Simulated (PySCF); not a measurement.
# A ladder of Hamiltonians for Ce(44+) (cerium, charge +44)

Occupied: 1s1/2, 2s1/2, 2p1/2, 2p3/2, 3s1/2, 3p1/2. Hartree-Fock calculated with PySCF 2.14 in an uncontracted even-tempered set (20 s from 4.5 bohr⁻², ratio 2.3; 16 p from 5.4 bohr⁻², ratio 2.3), Gaussian nucleus throughout. NR is non-relativistic, sf-X2C the spin-free one-electron X2C Hamiltonian, X2C adds the bare one-electron spin-orbit term, X2C-SNSO screens it by Boettger's factors, DC is four-component Dirac-Coulomb, and the Gaunt and Breit terms are added at first order (total energies over the DC spinors, levels after relaxing the spinors in that mean field). QED terms are absent. Levels marked empty are virtual spinors of this ion; the basis has s and p functions only, so 3d, which can lie below the n = 4 levels, is absent.

```json
{"Hamiltonian": "X2C", "E (hartree)": "-7048.9139"}
{"Hamiltonian": "X2C-SNSO", "E (hartree)": "-7048.4420"}
{"Hamiltonian": "DC", "E (hartree)": "-7050.8065"}
{"Hamiltonian": "DC+Gaunt", "E (hartree)": "-7043.8167"}
{"Hamiltonian": "DC+Breit", "E (hartree)": "-7044.4530"}
```

```json
{"level (eV)": "1s1/2", "X2C": "-43511.6", "X2C-SNSO": "-43512.3", "DC": "-43550.4", "DC+Gaunt": "-43440.0", "DC+Breit": "-43447.5"}
{"level (eV)": "2s1/2", "X2C": "-9338.1", "X2C-SNSO": "-9338.3", "DC": "-9343.2", "DC+Gaunt": "-9331.9", "DC+Breit": "-9332.7"}
{"level (eV)": "2p1/2", "X2C": "-9004.5", "X2C-SNSO": "-8991.9", "DC": "-8994.1", "DC+Gaunt": "-8974.7", "DC+Breit": "-8976.8"}
{"level (eV)": "2p3/2", "X2C": "-8512.6", "X2C-SNSO": "-8517.6", "DC": "-8521.2", "DC+Gaunt": "-8507.9", "DC+Breit": "-8509.9"}
{"level (eV)": "3s1/2", "X2C": "-3689.7", "X2C-SNSO": "-3689.8", "DC": "-3691.0", "DC+Gaunt": "-3688.2", "DC+Breit": "-3688.5"}
{"level (eV)": "3p1/2", "X2C": "-3576.7", "X2C-SNSO": "-3573.6", "DC": "-3574.2", "DC+Gaunt": "-3569.3", "DC+Breit": "-3570.0"}
{"level (eV)": "3p3/2 (empty)", "X2C": "-3365.4", "X2C-SNSO": "-3366.7", "DC": "-3367.4", "DC+Gaunt": "-3364.3", "DC+Breit": "-3364.9"}
{"level (eV)": "4s1/2 (empty)", "X2C": "-1906.9", "X2C-SNSO": "-1907.0", "DC": "-1907.4", "DC+Gaunt": "-1906.3", "DC+Breit": "-1906.5"}
```

How large are the two-electron picture-change error of X2C and the Breit correction in the total energy?

X2C-1e lies 1.8927 hartree above Dirac-Coulomb; Gaunt adds 6.9898 and the full Breit term 6.3535 hartree.

```json
{"interval (eV)": "2p3/2 − 2p1/2", "X2C": "491.9", "X2C-SNSO": "474.3", "DC": "472.9", "DC+Gaunt": "466.8", "DC+Breit": "466.9"}
```

Weight of the small component: 1s1/2 0.0461, 2s1/2 0.0103, 2p1/2 0.0103, 2p3/2 0.00968, 3s1/2 0.00389, 3p1/2 0.00383, 3p3/2 0.00364, 4s1/2 0.00193.

Koopmans' value for the highest occupied level at DC+Breit: 3570.0 eV, against an ionisation energy of 3570 ± 4 eV (theoretical estimate listed by NIST; NIST Atomic Spectra Database, ionization energies); the former lacks relaxation, correlation, QED and recoil.

The whole ladder took 240 s of wall time on 1 thread of Neoverse-N1 (shared host), launched as `OMP_NUM_THREADS=1 python relrun2.py TASK.json OUT` (a driver that calls PySCF for each Hamiltonian).
